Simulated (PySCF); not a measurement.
Delta-SCF ions had no search for a lower state. Excitations are Tamm–Dancoff values on a coarser integration grid. The basis has no diffuse functions, so Rydberg states are missing or too high.

Z-matrix (Å, degrees):
```
C
C 1 1.3977
H 2 1.0894 1 119.84
C 2 1.4036 3 119.33 1 -179.68
C 4 1.3886 2 119.88 3 -178.67
H 4 1.0922 5 120.64 2 -179.54
H 5 1.0922 4 120.64 6 0.00
C 5 1.4036 7 119.47 4 179.54
H 8 1.0894 5 119.33 7 -0.87
C 8 1.3977 9 119.84 5 -179.68
N 10 1.4055 8 123.01 9 2.27
C 11 1.4055 10 118.09 8 -152.06
C 12 1.3977 11 123.01 10 152.06
H 13 1.0894 12 119.84 11 -2.27
C 13 1.4036 14 119.33 12 -179.68
C 15 1.3886 13 119.88 14 -178.67
H 16 1.0922 15 120.64 13 179.54
H 15 1.0922 16 120.64 17 0.00
C 16 1.4036 17 119.47 15 179.54
H 19 1.0894 16 119.33 17 -0.87
C 19 1.3977 20 119.84 16 -179.68
N 1 1.4055 2 123.01 3 -2.27
C 22 1.4427 1 119.70 2 -9.95
H 23 1.0988 22 109.47 1 -40.13
H 23 1.0988 24 107.86 22 119.03
H 23 1.1084 24 108.21 25 116.85
C 11 1.4427 10 119.70 8 9.95
H 27 1.0988 11 109.47 10 40.13
H 27 1.0988 28 107.86 11 -119.03
H 27 1.1084 28 108.21 29 -116.85
```
Charge 0, multiplicity 1.

Task: What T1 excitation (TDA), vertical ionisation energy (Delta-SCF) and dipole moment does PBE0-D3(BJ)/def2-SVP // B3LYP-D3(BJ)/def2-SVP run with PySCF give?

Result: 
The T1 excitation (TDA) is 2.94 eV and the vertical ionisation energy (Delta-SCF) is 6.18 eV. The dipole moment is 0.51 D.
